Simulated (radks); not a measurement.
The numbers below are computed, except where a source is named.
Q: Coherent X-ray form factor from a spherical all-electron density. Code: a radial shooting solver on a logarithmic mesh with Libxc functionals. Model: Dirac Kohn-Sham, LB94 model potential, spin-unpolarised, spherical densities, finite nucleus; Fermi nuclear charge, rms radius of each element as measured or else 0.836 A^(1/3) + 0.57 fm.

| sin(theta)/lambda (1/angstrom) | f0 (electrons) |
|---|---|
| 0.05 | 75.093 |
| 0.1 | 72.629 |
| 0.15 | 69.199 |
| 0.2 | 65.380 |
| 0.25 | 61.552 |
| 0.3 | 57.898 |
| 0.4 | 51.336 |
| 0.5 | 45.759 |
| 0.6 | 41.010 |
| 0.8 | 33.312 |
| 1 | 27.355 |
| 1.25 | 21.933 |
| 1.5 | 18.385 |
| 2 | 14.450 |

The species is in the configuration that NIST lists as its ground one. Which atom or ion scatters so?

A: The iridium ion Ir+, [Xe] 4f14 5d7 6s1. Extrapolating in s^2 from the first two rows gives f0(0) = 75.9, near the electron count 76; among species with that count, the fall with angle is slower the higher Z, and the table is that of Z = 77; from so few rows the species is fixed only to a neighbour or two.
